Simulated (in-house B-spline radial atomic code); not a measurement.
Configurations of the holmium ion Ho²⁺, with energies counted from [Xe] (4f5/2)6 (4f7/2)5. Computed with an all-electron radial atomic-structure program (B-spline basis): Dirac-Hartree-Fock, average of each configuration as written, Fermi nucleus of rms radius 5.2022 fm. Energies include first-order Breit, QED and recoil terms.

Occupations are held fixed; configurations that lie above the ionisation limit could autoionise.

| configuration | E - E(ref) (eV) | highest orbital | its <r> (bohr) |
| --- | --- | --- | --- |
| [Xe] (4f5/2)5 (4f7/2)6 | 1.5559 | 4f7/2 | 0.8185 |
| [Xe] (4f5/2)4 (4f7/2)7 | 2.2735 | 4f7/2 | 0.8148 |
| [Xe] (4f5/2)2 (4f7/2)8 (8g7/2)1 | 20.743 | 8g7/2 | 28.64 |
| [Kr] 4d10 (4f5/2)3 (4f7/2)8 5s2 (5p1/2)2 (5p3/2)3 (5f7/2)1 | 37.999 | 5f7/2 | 5.973 |
| [Kr] 4d10 (4f5/2)6 (4f7/2)5 5s2 (5p1/2)1 (5p3/2)4 (8g9/2)1 | 46.753 | 8g9/2 | 28.64 |
| [Kr] (4d3/2)4 (4d5/2)5 (4f5/2)4 (4f7/2)7 5s2 5p6 9s1 | 184.57 | 9s1/2 | 15.7 |
| [Kr] (4d3/2)3 (4d5/2)6 (4f5/2)3 (4f7/2)8 5s2 5p6 (9d5/2)1 | 188.56 | 9d5/2 | 21.66 |

Q: Order these further configurations by energy, lowest first.
A. [Xe] (4f5/2)4 (4f7/2)6 (8p3/2)1
B. [Kr] (4d3/2)4 (4d5/2)5 (4f5/2)5 (4f7/2)6 5s2 5p6 (6g9/2)1
C. [Kr] (4d3/2)4 (4d5/2)5 (4f5/2)6 (4f7/2)5 5s2 5p6 (7p3/2)1
D. [Kr] 4d10 (4f5/2)4 (4f7/2)7 5s2 (5p1/2)1 (5p3/2)4 7s1
E. [Kr] 4d10 (4f5/2)3 (4f7/2)8 5s2 (5p1/2)2 (5p3/2)3 (5g7/2)1

A: A (18.101 eV), E (40.765 eV), D (41.014 eV), C (175.61 eV), B (183 eV).

Q: How far above the reference does [Kr] 4d10 (4f5/2)4 (4f7/2)7 5s2 (5p1/2)2 (5p3/2)3 9s1 lie?

A: 41.809 eV; its least bound orbital is 9s1/2 with <r> = 15.78 bohr.

Q: How far above the reference does [Kr] 4d10 (4f5/2)4 (4f7/2)7 5s2 (5p1/2)1 (5p3/2)4 (7g9/2)1 lie?

A: 48.039 eV; its least bound orbital is 7g9/2 with <r> = 21.14 bohr.
